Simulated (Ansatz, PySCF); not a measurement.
C₄H₄O, SMILES c1ccoc1.

Geometry optimised at r2SCAN-D4/def2-SVP.

Vertical ionisation energy (IE) and electron affinity (EA) in eV. Rows of orbital energies are one-electron estimates. Where ΔSCF, EOM or ADC give a negative EA the extra electron is unbound and the value depends on the basis.

```json
[
 {"level": "−ε(HOMO), −ε(LUMO), ωB97X/def2-TZVP (PySCF)", "IE": "8.91", "EA": "-2.39"},
 {"level": "ΔSCF, CAM-B3LYP/def2-TZVPD (Ansatz), final states of multiplicity 2 and 2", "IE": "[?]", "EA": "[?]"}
]
```

Q: Some entries are withheld; supply them. (An estimate is asked for; the answer gives what the named calculation found.)

A: 
- ΔSCF, CAM-B3LYP/def2-TZVPD (Ansatz, an electronic-structure program), final states of multiplicity 2 and 2, IE: 8.88
- ΔSCF, CAM-B3LYP/def2-TZVPD (Ansatz), final states of multiplicity 2 and 2, EA: -1.48

Q: What vertical singlet–triplet gap does ΔSCF give with CAM-B3LYP/def2-TZVPD (Ansatz)? (The exact figures need the calculation; the answer reports its results.)

A: 4.02 eV (triplet above singlet where positive).
